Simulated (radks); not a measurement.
All-electron atom: As0.25+ in [Ar] 3d10 4p(up 1.5, down 1.5) 4s(up 1, down 0.75) (fractional occupations, a model configuration). Method: scalar-relativistic Kohn-Sham, PBEsol, spin-polarised, spherical densities, point nucleus; computed with a radial shooting solver on a logarithmic mesh with Libxc functionals. Some entries of the table are withheld. Estimate them.

orbital  occ.  eigenvalue (eV)  <r> (bohr)
1s up       1        -11712.77     0.04552
1s down     1        -11712.75     0.04552
2s up       1        -1488.246      0.2029
2s down     1        -1488.234      0.2029
2p up       3        -1305.682      0.1773
2p down     3        -1305.669      0.1773
3s up       1        -192.6031      0.5988
3s down     1        -192.5774      0.5987
3p up       3        -136.1642      0.6176
3p down     3        -136.1341      0.6174
3d up       5              (1)      0.6783
3d down     5              (2)      0.6776
4s up       1         -16.9359         (3)
4s down  0.75         -16.6796         (4)
4p up     1.5          -7.3709       2.450
4p down   1.5          -7.1747       2.470

Answer. 
(1) 3d up eigenvalue (eV): -43.3365
(2) 3d down eigenvalue (eV): -43.2862
(3) 4s up <r> (bohr): 1.915
(4) 4s down <r> (bohr): 1.920
